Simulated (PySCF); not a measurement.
PySCF 2.14 output of a UHF calculation on a single atom or ion in aug-cc-pVDZ-PP with ECP60MDF (5s5p4d2f, 54 functions), with scalar relativity through the core potential:

```
SCF conv_tol = 1e-09
number electrons alpha = 10  beta = 9
cycle= 1 E= -134.7807051685  delta_E= -2.13e-11  |g|= 1.28e-06  |ddm|= 1.35e-05
converged SCF energy = -134.7807051685  <S^2> = 0.75278033  2S+1 = 2.0027784
```

The run itself started from symmetry-adapted Hartree-Fock orbitals and held the occupation by maximum overlap, so the iterations belong to that start.

Task: Which element, charge and spin multiplicity is this?

Result: Au (gold, neutral), multiplicity 2; the state was [Xe] 4f14 5d10 6s1, 2S determinant.

Energies and moments cover only the electrons outside the core potential. Spin-orbit coupling, which splits the p, d and f shells strongly at this Z, is absent.
